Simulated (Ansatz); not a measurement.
`C=N[SiH](N)F` → `N[Si]F` + `C=N` at 298.15 K and 1 bar (silylene formation by 1,1-elimination).

Computed with Ansatz on PBE0-D4/def2-TZVP structures; ΔE is electronic, products minus reactants. CBS: MP2 limit from def2 TZ/QZ plus the TZ coupled-cluster correction, frozen cores. This one scheme is used for every species. Each species was taken in one conformer, which may not be the lowest.

```
       species  CCSD(T)/CBS energy (Eh)  H − E (kJ/mol)  S (J/(mol·K))
`C=N[SiH](N)F`               -539.43710           201.6          347.9
      `N[Si]F`               -444.84306            88.0          270.2
         `C=N`                -94.52360           115.3          227.0
```

H − E and S are ideal-gas, rigid-rotor, harmonic terms from PBE0-D4/def2-TZVP, for one conformer and one mirror image of each species. 1 Eh = 2625.50 kJ/mol, R = 8.31446 J/(mol·K).

Task: By hand: ΔE, ΔH, ΔS and ΔG.

Result: ΔE = (-444.84306) + (-94.52360) − (-539.43710) = 0.07044 Eh = 184.9 kJ/mol. Δ(H − E) = 88.0 + 115.3 − 201.6 = 1.7, so ΔH = 186.6 kJ/mol. ΔS = 270.2 + 227.0 − 347.9 = 149.3 J/(mol·K). ΔG = 186.6 − 298.15 × (149.3)/1000 = 142.1 kJ/mol.

Task: By hand: the equilibrium constant, and the temperature at which ΔG would vanish if ΔH and ΔS stayed fixed.

Result: log₁₀ K = −ΔG/(RT ln 10) = -24.9. ΔG = 0 at ΔH/ΔS = 1250 K.

The number of gas molecules changes by +1, which sets the sign of ΔS. A doubt of 5 kJ/mol in ΔE shifts log₁₀ K by 0.9 here. Other conformers and mirror images would add mixing entropy, several J/(mol·K) or more a flexible species. These are equilibria of isolated gas molecules and say nothing of rates. Largest T1 diagnostic: 0.014 (customary marks: 0.02 for closed shells, 0.045 for open ones).
